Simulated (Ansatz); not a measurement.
GaH4NO, SMILES `[NH2][GaH][OH]`, relaxed with RKS PBE-D4/def2-SVP in Ansatz from a rough embedded geometry. The force threshold is 0.03 eV/Å; the program also tests the step.

The species carries charge 0 and has multiplicity 1.

Start:

```xyz
7

N     1.241   -0.680    0.569
Ga   -0.299    0.053    0.665
O    -1.363    0.847   -0.844
H     1.508    0.003   -0.148
H     0.648   -1.401    0.040
H    -0.831    0.736    1.295
H    -0.904    0.442   -1.577
```

Task: How much energy does the relaxation release, and in how many steps? (Estimate.)

Result: The calculation gave: 594.31 kJ/mol, in 16 steps, 1 of them rejected.

Task: Which bonds change most? (An estimate is asked.)

Result: The calculation gave: Ga2–H6 from 1.071 to 1.558 Å; Ga2–O3 from 2.010 to 1.807 Å; N1–Ga2 from 1.708 to 1.825 Å; N1–H5 from 1.072 to 1.021 Å.

Task: Give the relaxed structure. (Estimate.)

Result: The calculation gave: 
```xyz
7

N     0.991   -0.688    0.186
Ga   -0.537    0.267    0.472
O    -1.327    1.057   -0.948
H     1.443   -0.818   -0.720
H     1.497   -1.166    0.932
H    -1.211    0.453    1.865
H    -0.858    0.895   -1.786
```
